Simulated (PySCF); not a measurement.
# Correlation energy of Sb²⁺ (antimony, charge +2)

[Kr] 4d10 5s2 5p1, 2P determinant. Computed with PySCF 2.14 in x2c-QZVPPall (13s9p7d4f1g, 112 functions), with the spin-free X2C one-electron Hamiltonian (Gaussian nucleus). Frozen: [Kr] 4d10; 3 electrons correlated.

```
  level  correlation energy (mhartree)
   CCSD                         -47.01
    (T)                          -0.65
CCSD(T)                         -47.66
```

Diagnostics: T1 = 0.0086, D1 = 0.0195, largest double amplitude 0.094.

Cost of the coupled-cluster step: of the order of 13 core-seconds, for 3 correlated electrons.

Iterations:

```
CC2 = 0
CCSD nocc = (np.int64(2), np.int64(1)), nmo = (89, 89)
frozen orbitals [[0, 1, 2, 3, 4, 5, 6, 7, 8, 9, 10, 11, 12, 13, 14, 15, 16, 17, 18, 19, 20, 21, 22], [0, 1, 2, 3, 4, 5, 6, 7, 8, 9, 10, 11, 12, 13, 14, 15, 16, 17, 18, 19, 20, 21, 22]]
max_cycle = 100
direct = 0
conv_tol = 1e-08
conv_tol_normt = 1e-06
diis_space = 8
diis_start_cycle = 0
Init t2, MP2 energy = -0.0362322878319384
Init E_corr(UCCSD) = -0.0362322878321614
cycle = 1  E_corr(UCCSD) = -0.0432048883725917  dE = -0.00697260054  norm(t1,t2) = 0.0406476
cycle = 2  E_corr(UCCSD) = -0.0455198441818481  dE = -0.00231495581  norm(t1,t2) = 0.01637
cycle = 3  E_corr(UCCSD) = -0.0470182369711176  dE = -0.00149839279  norm(t1,t2) = 0.00710268
cycle = 4  E_corr(UCCSD) = -0.0470033820891573  dE = 1.4854882e-05  norm(t1,t2) = 0.000741763
cycle = 5  E_corr(UCCSD) = -0.0470099262029358  dE = -6.54411378e-06  norm(t1,t2) = 8.10391e-05
cycle = 6  E_corr(UCCSD) = -0.047008455147398  dE = 1.47105554e-06  norm(t1,t2) = 1.06536e-05
cycle = 7  E_corr(UCCSD) = -0.0470088398056853  dE = -3.84658287e-07  norm(t1,t2) = 2.33031e-06
cycle = 8  E_corr(UCCSD) = -0.0470087974034692  dE = 4.24022161e-08  norm(t1,t2) = 4.82385e-07
cycle = 9  E_corr(UCCSD) = -0.04700879063092  dE = 6.7725492e-09  norm(t1,t2) = 9.30087e-08
UCCSD converged
E(UCCSD) = -6477.182365630526  E_corr = -0.04700879063091997
UCCSD(T) correction = -0.00065441622652268
```
